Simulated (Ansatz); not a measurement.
`C#[C][Ti]([F])([Cl])[Cl]` + H₂O → `C#[C][Ti]([OH])([F])[Cl]` + HCl  (formal hydrolysis of a Ti–Cl bond)

Calculated with Ansatz (gas phase, PBE0-D4/def2-TZVP geometries, no zero-point term in ΔE). CBS: MP2 limit from def2 TZ/QZ plus the TZ coupled-cluster correction, frozen cores. This one scheme is used for every species. DFT in def2-TZVPP. HSE06 is defined as in plane-wave codes. For Ti outer-core shells are correlated without core-valence functions, which leaves a few kJ/mol of doubt a bond. Scalar relativity is left out up to krypton. Each species was taken in one conformer, which may not be the lowest.

(1) Is it downhill or uphill in electronic energy at CCSD(T)/CBS, and by how much? (Estimate.)

(2) What do these levels give: PBE0-D4, HSE06-D4, CAM-B3LYP-D4, ωB97X-V, PBE-QIDH, CCSD(T)/def2-SVP? (An estimate is asked.)

Largest T1 diagnostic among the species: 0.024, so the coupled-cluster value is less sure than usual.

Results:

(1) The calculation gave: Uphill: ΔE = +4.8 kcal/mol.

(2) The calculation gave: PBE0-D4 4.8, HSE06-D4 4.9, CAM-B3LYP-D4 2.0, ωB97X-V 2.2, PBE-QIDH 5.1, CCSD(T)/def2-SVP -0.3 kcal/mol.

Leaving LDA and LC-ωPBE aside and taking each functional with its dispersion term where it has one, the values, not all of them listed here, spread over 3.2 kcal/mol, from CAM-B3LYP-D4 to B97M-V. LDA lies −1.0 kcal/mol from PBE without D4. In def2-TZVPP, CCSD(T) changes the Hartree–Fock value by +1.9 kcal/mol (the triples alone add +1.4 kcal/mol) and MP2 by +3.8 kcal/mol. At CCSD(T), def2-SVP lies −5.2 kcal/mol from the extrapolated value and def2-TZVPP −1.2 kcal/mol.
